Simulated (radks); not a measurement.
Initial-state core-level shifts of neutral dysprosium when its valence configuration changes from [Xe] 4f10 6s2. Method: scalar-relativistic Kohn-Sham, PBE, spin-polarised, spherical densities, finite nucleus; open shells are filled with parallel spins first (spin-orbit coupling, left out, can overturn this in heavy ions); Fermi nuclear charge, rms radius 5.2218 fm; computed with a radial shooting solver on a logarithmic mesh with Libxc functionals. Shifts are changes of the shell-averaged eigenvalues in eV (positive: less bound); the change of the density at the nucleus, which sets a Mossbauer isomer shift, is in e/bohr^3, on a base of 7.776e+05.

\begin{tabular}{lrrrrr}
valence & 2s & 2p & 3d & 4s & density at nucleus \\ \hline
4f9.5 5d0.5 6s2 & -3.219 & -3.186 & -3.525 & -3.434 & +17.53 \\
4f10 5d1 6s1 & +0.960 & +0.961 & +0.930 & +0.948 & -27.56 \\
4f10 6p2 & -2.471 & -2.472 & -2.440 & -2.456 & -53.84 \\
4f10 5d0.5 6s1.5 & +0.506 & +0.506 & +0.488 & +0.498 & -14.68 \\
4f10 5d2 & +1.303 & +1.302 & +1.255 & +1.285 & -54.14 \\
4f10 5d1.5 6s0.5 & +1.172 & +1.172 & +1.133 & +1.157 & -41.13 \\
4f9 6s2 6p1 & -9.990 & -9.915 & -10.614 & -10.383 & +51.36 \\
4f10 6s1.5 6p0.5 & -0.641 & -0.642 & -0.634 & -0.637 & -11.74 \\
\end{tabular}
